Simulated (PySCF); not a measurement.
## Telling isomers of C$_{6}$H$_{12}$FOP apart by NMR

- σ from GIAO-PBE0/pcSseg-1
- coordinates at the GFN2-xTB level
- program: PySCF 2.14.0 with density-fitted response routines
- averaged over atoms made equivalent by symmetry, fast rotation or ring inversion, non-relativistic Hamiltonian, one conformer, isolated molecule

δ = σ(ref) − σ, references computed at the same level: ¹H (31.72 ppm) and ¹³C (186.93 ppm) vs TMS. Splittings of carbon signals by F and P are missing where no couplings were computed. Where no couplings were computed, multiplicities follow the n + 1 count of equivalent neighbours, and m marks all less simple cases (inequivalent or close neighbours, rings, F or P nearby). Shifts are as computed. Against solution values, carbons near 30 ppm lie about +3 ppm off and those near 130 ppm about +5 ppm. Of 1211 compounds with measured shifts, 218 miss one by over three times the rms of a fit or turn the order of signals round; such compounds aren't used in these exercises.

(1) Tabulate the signals of `COCCP1CC(F)C1`, `COC/P=C(\F)C(C)C` and their relative energies.

(2) What is the quickest way to tell COCCP1CC(F)C1 from COC/P=C(\F)C(C)C?

Results:

(1) 
```json
{"SMILES": "COCCP1CC(F)C1", "carbon types": "1×CH 4×CH2 1×CH3", "δC": "91.1, 72.1, 60.4, 35.4, 35.1", "δH": "5.53 (m, 1H), 3.58 (m, 2H), 3.44 (s, 3H), 2.41 (m, 2H), 2.18 (m, 2H), 2.16 (m, 2H)", "E rel. (kcal/mol)": "0.0"}
{"SMILES": "COC/P=C(\\F)C(C)C", "carbon types": "1×C 1×CH 1×CH2 3×CH3", "δC": "235.2, 75.0, 60.5, 43.4, 23.3", "δH": "4.83 (m, 2H), 3.55 (s, 3H), 2.87 (m, 1H), 1.26 (d, 6H)", "E rel. (kcal/mol)": "7.0"}
```

Energies are electronic energies at PBE0/pcSseg-1 on these geometries, without zero-point or thermal terms, each for the one conformer computed, which needn't be the lowest.

(2) Both give the same number of carbon signals, but DEPT or the intensities differ. The first has an sp3 CH bonded to F at 91.1 ppm, the second a carbon double-bonded to a heavier main-group atom (C) at 235.2 ppm. In the proton spectra the most deshielded non-exchanging signals are 5.53 (m, 1H) and 4.83 (m, 2H).
